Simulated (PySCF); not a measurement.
## SnH4, singlet: structure and spectrum

Method: PySCF, PBE0, basis Sn def2-TZVP with ECP28, H def2-TZVP (scalar-relativistic core potentials, no spin–orbit coupling, density fitting).

The structure is a minimum.

Z-matrix (Å, degrees; charge 0 multiplicity 1):
```
Sn
H  1 1.7036
H  1 1.7036 2 109.47
H  1 1.7036 2 109.47 3 120.00
H  1 1.7036 2 109.47 3 -120.00
```

| Item | Value |
| --- | --- |
| Point group | Td |
| Bond lengths | Sn–H 1.704 Å (×4) |
| Bond angles | H–Sn–H 109.5° (×6) |
| Zero-point energy | 68.3 kJ/mol |
| Dipole moment | 0.00 D |
| Highest occupied level | -9.17 eV |
| Atomisation energy without zero-point energy | 1055 kJ/mol |
| Entropy at 298.15 K and 1 bar | 228.6 J/(mol K) |
| Enthalpy at 298.15 K above 0 K | 11.34 kJ/mol |
| Rotational symmetry number | 12 |
| Lowest empty level | 0.68 eV |
| Principal quadrupole moments (Buckingham, traceless) about the centre of mass | 0.00, 0.00, 0.00 D Å |
| Principal polarisabilities | 41.3, 41.3, 41.3 bohr³ |
| Heat capacity Cp at 298.15 K | 50.4 J/(mol K) |
| Rotational constants | 2.161, 2.161, 2.161 cm⁻¹ |

Harmonic modes (masses in u: Sn 119.902, H 1.008):
```json
{"symmetry": "t2", "ω (cm⁻¹)": "685", "IR (km/mol, summed over degenerate members)": "441", "μ (u)": "1.03"}
{"symmetry": "e", "ω (cm⁻¹)": "755", "IR (km/mol, summed over degenerate members)": "0.0", "μ (u)": "1.01"}
{"symmetry": "a1", "ω (cm⁻¹)": "1961", "IR (km/mol, summed over degenerate members)": "0.0", "μ (u)": "1.01"}
{"symmetry": "t2", "ω (cm⁻¹)": "1962", "IR (km/mol, summed over degenerate members)": "522", "μ (u)": "1.02"}
```

In Td the vibrations span 2t2 + e + a1. The a1, e modes carry no infrared intensity, as symmetry demands.

Charges (e):
```tsv
atom	Mulliken	Löwdin	polar tensor	Mayer order to Sn1
Sn1	0.22	0.23	1.10	–
H2,3,4,5	-0.06	-0.06	-0.27	0.94
```

Mulliken populations on Sn1 (electrons outside its core potential): s 3.37, p 8.29, d 10.10, f 0.02.

Outer orbital energies (eV). occupied: -28.28, -28.28, -28.15, -28.15, -14.61, -9.17, -9.17, -9.17; empty: 0.68, 0.77, 0.77, 0.77.

Counting electrons, tin keeps none of its valence electrons outside its bonds, so the VSEPR class is AX4 and the expected shape is tetrahedral (Td), as computed.

The final relaxation and frequency run took 16 s on 2 threads of a shared Arm Neoverse N1 host, with 74 basis functions and 6 gradients; the process peaked at 1 GiB. Launch command: `OMP_NUM_THREADS=2 python axn.py task.json out`.
